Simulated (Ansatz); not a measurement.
A nudged elastic band was laid between two geometries of BH5N2 + Cl (9 atoms, charge 0, multiplicity 2).

Method: UKS B3LYP/def2-SVP in Ansatz 0.2.0.

```yaml
movable_images: 7
climbing_image: yes
spring: 5.0 eV/Å²
optimiser: quadratic models (default)
start_path: through a guess of the saddle point
force_threshold: 0.05 eV/Å
iteration_limit: 60
end_points: relaxed
```

Image 0:

```xyz
9
Properties=species:S:1:pos:R:3
B 0.169 0.614 -0.116
H 0.214 1.648 0.499
N 1.304 0.140 -0.783
H 1.354 -0.747 -1.272
H 2.197 0.611 -0.710
N -1.095 -0.083 -0.176
H -1.937 0.300 0.235
H -1.261 -0.928 -0.713
Cl -0.945 -1.554 1.875
```

Image 8:

```xyz
9
Properties=species:S:1:pos:R:3
B -0.015 0.133 -0.070
H -0.021 0.181 1.205
N 1.252 0.045 -0.664
H 2.093 -0.056 -0.111
H 1.412 0.017 -1.664
N -1.271 0.193 -0.691
H -2.130 0.239 -0.161
H -1.410 0.152 -1.694
Cl 0.088 -0.905 2.689
```

**Question.** What changes between the two ends?

**Answer.** No bond is made or broken.

**Question.** What energy profile does the band end with?

**Answer.** The run converged. The highest image is number 5 of 0 to 8, 15.0 kcal/mol above the first end and 8.2 kcal/mol above the last; the last end lies 6.8 kcal/mol above the first. The profile has 2 maxima (images 2, 5) with wells between them (image 3): this band takes more than one step, which may be the mechanism or a detour left from its start path. A vibrational analysis at the climbing image gives one clearly imaginary mode, 325i cm⁻¹: a first-order saddle point.

| image | path coordinate (Å) | energy (kcal/mol) |
| --- | --- | --- |
| 0 | 0.00 | 0.0 |
| 1 | 1.24 | 5.4 |
| 2 | 2.47 | 7.3 |
| 3 | 3.71 | 6.9 |
| 4 | 4.94 | 7.8 |
| 5 | 6.17 | 15.0 |
| 6 | 7.45 | 7.6 |
| 7 | 8.72 | 6.8 |
| 8 | 10.00 | 6.8 |

**Question.** What is the geometry of the highest image?

**Answer.** 
```xyz
9
Properties=species:S:1:pos:R:3:forces:R:3
B 0.105 0.002 -0.161 0.00 -0.01 0.01
H 0.254 -0.238 1.103 0.00 0.00 0.00
N 1.247 0.118 -1.047 0.00 0.01 0.00
H 1.811 -0.731 -1.107 0.00 0.00 0.00
H 1.879 0.882 -0.806 0.00 0.00 0.00
N -1.220 0.123 -0.527 0.00 0.00 0.00
H -1.960 0.028 0.161 0.00 0.00 0.00
H -1.517 0.310 -1.479 0.00 0.00 0.00
Cl -0.598 -0.494 2.703 0.00 0.00 -0.01
```

The band took 18 iterations and of the order of 12 core-minutes.

The run took 6.1 min on 2 threads of Arm Neoverse V1 (shared host), peak memory 0.22 GiB.
